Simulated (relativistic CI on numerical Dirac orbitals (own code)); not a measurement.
## Transition arrays of Nd²²⁺

These numbers are calculated, not measured: Dirac-Coulomb-Breit CI, orbitals from a KLI potential per configuration, QED by a radiative potential, valence Slater integrals scaled by 0.9, whole transition arrays (own radial code, finite nucleus).

CI space (outside the closed core [Ar] 3d10 4s2): 4p6 4d2, 4p6 4d 4f, 4p5 4d3, 4p6 4d 5p, 4p6 4d 5f. Levels of other configurations are missing.

All E1 lines from the levels of 4p6 4d2; mean and standard deviation are weighted by gf, and upper levels are sorted by their leading configuration.

```csv
Upper configuration,Lines,Σgf,Mean (eV),Mean (nm),σ (eV),Strongest line (nm)
4p6 4d 4f,42,51.0,148.83,8.331,5.00,8.213
4p5 4d3,505,194.4,150.12,8.259,10.14,8.049
4p6 4d 5p,60,9.5,241.36,5.137,3.41,5.101
4p6 4d 5f,81,17.5,345.51,3.588,3.02,3.598
```

Σgf per state of the lower configuration in bins of 0.2 nm over the central range (centre: value): 3.5: 0.24, 3.7: 0.15, 5.1: 0.16, 5.3: 0.04, 7.7: 0.12, 7.9: 0.95, 8.1: 2.01, 8.3: 1.65, 8.5: 0.15, 8.7: 0.05, 9.1: 0.03, 9.3: 0.03, 9.5: 0.09, 9.7: 0.03, 9.9: 0.08, 10.1: 0.06, 10.3: 0.04.

(1) How do configuration mixing and the scaling of the Slater integrals move the arrays?

Results:

(1) Slater scale 0.9, no configuration mixing: 4p6 4d 4f 136.4 ± 4.5 eV (Σgf 57.7), 4p5 4d3 143.0 ± 12.7 eV (Σgf 172.2), 4p6 4d 5p 241.5 ± 3.4 eV (Σgf 10.6), 4p6 4d 5f 345.5 ± 3.0 eV (Σgf 18.2); Slater scale 1: 4p6 4d 4f 151.7 ± 4.6 eV (Σgf 46.1), 4p5 4d3 152.8 ± 10.0 eV (Σgf 203.9), 4p6 4d 5p 241.4 ± 3.5 eV (Σgf 9.3), 4p6 4d 5f 345.5 ± 3.1 eV (Σgf 17.5); Slater scale 0.8: 4p6 4d 4f 146.1 ± 5.9 eV (Σgf 46.7), 4p5 4d3 147.4 ± 10.0 eV (Σgf 194.1), 4p6 4d 5p 241.4 ± 3.3 eV (Σgf 9.6), 4p6 4d 5f 345.5 ± 2.9 eV (Σgf 17.5). With mixing, levels are counted to their leading configuration, so an array can shrink or vanish into another, and the sums then hold other lines.
